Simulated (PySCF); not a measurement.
Compound: C5H9ClOSi2.
Numbering: `[OH:1][Si@H:2]1[CH:3]=[CH:4][Si@H:5]([CH2:6][Cl:7])[CH:8]=[CH:9]1`

Probes without a nucleus sit at each ring's centroid and 1 Å off its mean plane on both sides; NICS is minus the shielding there, NICSzz its component along the normal. Level: GIAO PBE0/pcSseg-1 (PySCF, non-relativistic, gas phase) on the GFN2-xTB geometry, one conformer.

Ring bond lengths (Å), with Mayer bond orders in brackets: Si2–C3 1.887 (0.85), C3–C4 1.332 (1.92), C4–Si5 1.883 (0.89), Si5–C8 1.881 (0.90), C8–C9 1.332 (1.92), C9–Si2 1.886 (0.86).

Task: What do the NICS probes read (ppm)?

Result: 
| ring | type | NICS(0) | NICS(1), two faces | NICS(1)zz, two faces | rms pucker (Å) | centre to ring atoms, mean (Å) |
| --- | --- | --- | --- | --- | --- | --- |
| Si2–C3–C4–Si5–C8–C9 | 6-membered ring with 2 Si; formal bonds 2 double, 4 single | -0.1 | -1.4 / -2.0 | 2.5 / 1.5 | 0.19 | 1.68 |

Task: What can be read from them?

Result: 
- Si2–C3–C4–Si5–C8–C9: mean NICS(1)zz 2.0 ppm, near zero. Si2, Si5 have four or more neighbours; no verdict on aromaticity is drawn.

Task: List the ring angles and the Hirshfeld charges of the ring atoms.

Result: 
- Si2–C3–C4–Si5–C8–C9: Si2 107.1° (+0.405 e), C3 123.6° (-0.135 e), C4 122.7° (-0.132 e), Si5 108.4° (+0.349 e), C8 122.9° (-0.130 e), C9 123.5° (-0.135 e); sum 708.2° against 720° for a flat convex ring.

Hardware: one thread of an Intel Xeon at 2.50 GHz, shared host. Cost: 1.8 min of wall time, 1.1 GiB resident at most. This is the whole shielding run at PBE0/pcSseg-1, SCF included.

The values belong to the conformer `[OH:1][Si@H:2]1[CH:3]=[CH:4][Si@H:5]([CH2:6][Cl:7])[CH:8]=[CH:9]1`: C4–Si5–C6–Cl7 -175°, H–O1–Si2–C3 -60°.
